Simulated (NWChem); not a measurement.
System: GeH₄O; SMILES [OH][GeH3]

```xyz
6

Ge    -0.0072    -0.3404     0.0000
O     -0.0677     1.4416     0.0000
H      0.7212    -0.8550    -1.2605
H     -1.4784    -0.7712     0.0000
H      0.7212    -0.8550     1.2605
H      0.8076     1.8421     0.0000
```
Atoms are numbered in this order, from 1.

Program: NWChem. The geometry was optimised at PBE0/def2-SVP. Ions are spin-unrestricted doublets at the neutral geometry; other ion states weren't tried.

Predict the results for B3LYP/def2-SVPD. Quantities: vertical ionisation energy, ΔSCF (eV); −ε(HOMO) (eV).


| Item | Result |
|---|---|
| vertical ionisation energy, ΔSCF (eV) | 10.95 |
| −ε(HOMO) (eV) | 8.27 |
